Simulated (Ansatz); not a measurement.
## FGeH3O3: where a starting geometry ends

The starting geometry of this gas-phase triplet was optimised with GFN2-xTB as a singlet; its bonds are those of `[OH][Ge]([OH])([OH])[F]`.

```xyz
8

F     0.2807   -1.1030   -0.2257
Ge   -0.5119   -0.8126   -1.7501
O    -1.8773    0.1434   -1.4183
O     0.6058   -0.0018   -2.7397
O    -0.9356   -2.3336   -2.3786
H    -1.7164    1.0493   -1.1583
H     1.3595   -0.5049   -3.0446
H    -1.6190   -2.8164   -1.9157
```

Problem. Predict what it relaxes into with PBE0-D4/def2-SVP.

Solution. It falls apart into FGeH2O2 + HO. Contacts that open: Ge2–O3 (1.70 → 3.42 Å).

The energy falls by 3.69 eV over 37 steps:

```csv
step,E − E(last) (eV)
1,3.688
5,0.685
9,0.416
13,0.359
17,0.253
21,0.134
25,0.048
29,0.001
33,0.000
37,0.000
```

Final geometry (Å):

```xyz
8

F    -0.3282    0.5903   -1.1616
Ge   -0.0279   -0.2951   -2.6763
O    -2.6128   -0.7065   -0.4683
O     1.6449   -0.8650   -2.5712
O    -1.0994   -1.6929   -2.6026
H    -1.8552   -0.0780   -0.3930
H     1.6953   -1.8065   -2.7885
H    -1.8311   -1.5261   -1.9696
```

The end wasn't checked by frequencies. Open shells are spin-unrestricted. The triplet needn't be the ground state. Run with Ansatz 0.2.0, 3.5 min on 2 threads of Intel(R) Xeon(R) Platinum 8488C (Sapphire Rapids), on a shared host.
